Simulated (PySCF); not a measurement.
Sn(OMe)(SH) (CH₄OSSn), SMILES C[O][Sn][SH] (connectivity only; charge and spin as stated), neutral, multiplicity 1.

Geometry: PBE-D3(BJ)/def2-SVP. A frequency run showed that this geometry is not a minimum. The def2 effective core potentials stand for the cores of Sn; spin–orbit coupling is left out. Other conformers were not sampled.

All values below come from PBE-D3(BJ)/def2-SVP run with PySCF.

Frequencies are harmonic and unscaled.

**Question.** Estimate the vibrational spectrum. (The exact figures need the calculation; the answer reports its results.)

**Answer.** 
| mode | ν (cm⁻¹) | IR (km/mol) | moving atoms (share of kinetic energy) |
|---|---|---|---|
| 1 | 30i | 0.1 | H 99 % |
| 2 | 110 | 2.0 | S 41 %, C 32 %, H 15 % |
| 3 | 152 | 15.2 | O 56 %, H 20 %, C 16 % |
| 4 | 242 | 2.4 | O 37 %, C 30 %, H 19 %, Sn 10 % |
| 5 | 298 | 8.7 | H 94 % |
| 6 | 313 | 32.1 | S 73 %, Sn 23 % |
| 7 | 499 | 48.5 | O 68 %, Sn 14 %, C 11 % |
| 8 | 595 | 22.6 | H 93 % |
| 9 | 1080 | 150.8 | O 47 %, C 45 %, H 8 % |
| 10 | 1120 | 0.0 | H 76 %, C 19 % |
| 11 | 1138 | 9.0 | H 70 %, C 21 %, O 9 % |
| 12 | 1410 | 0.1 | H 96 % |
| 13 | 1414 | 5.5 | H 97 % |
| 14 | 1415 | 40.5 | H 89 %, C 10 % |
| 15 | 2609 | 1.6 | H 97 % |
| 16 | 2895 | 80.7 | H 97 % |
| 17 | 2960 | 39.8 | H 90 %, C 10 % |
| 18 | 2996 | 44.8 | H 91 %, C 9 % |
